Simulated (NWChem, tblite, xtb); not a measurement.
A ladder of methods for C2H6GeO2 (SMILES CC(=O)[O][GeH3])

C2H6GeO2 has 11 atoms, charge 0, and is taken as a singlet. SMILES: `CC(=O)[O][GeH3]`. The coordinates come from a PBE0-D4/def2-TZVP relaxation. This is one conformer, not always the lowest.

```xyz
11

C    -0.0905   -1.5814    1.2189
C    -0.2905   -0.5678    0.1354
O    -1.1192   -0.6500   -0.7411
O     0.5445    0.4615    0.2217
Ge    0.2902    1.6982   -1.1081
H    -0.7915   -2.4026    1.0937
H     0.9355   -1.9529    1.1891
H    -0.2344   -1.1090    2.1924
H    -1.1166    2.2838   -0.9847
H     1.3709    2.7206   -0.7356
H     0.5667    1.0427   -2.4612
```

Quantity: the dipole moment, in D. The values are calculated.

```
                             level            kind  program  value (D)   CPU time
                         IPEA1-xTB  semi-empirical   tblite       2.75  under 2 s
                          GFN2-xTB  semi-empirical      xtb       1.79  under 2 s
                          GFN0-xTB  semi-empirical      xtb       2.42  under 2 s
                          GFN1-xTB  semi-empirical      xtb       2.28  under 2 s
                         HF/STO-3G    Hartree–Fock   NWChem       1.15      5.3 s
                          HF/3-21G    Hartree–Fock   NWChem       1.41      6.3 s
                       HF/def2-SVP    Hartree–Fock   NWChem       1.57       31 s
B3LYP/6-31G* (Cartesian functions)   global hybrid   NWChem       1.39       34 s
                     PBE0/def2-SVP   global hybrid   NWChem       1.40       39 s
```

All-electron rows without a relativistic Hamiltonian named are non-relativistic. The values span 1.15 to 2.75 D. Magnitudes only. Sets without polarisation functions give poor dipoles. Without the sets that lack polarisation functions the rows with a basis span only 1.39 to 1.57 D. CPU times are rough (shared hosts, several kinds of processor and program).
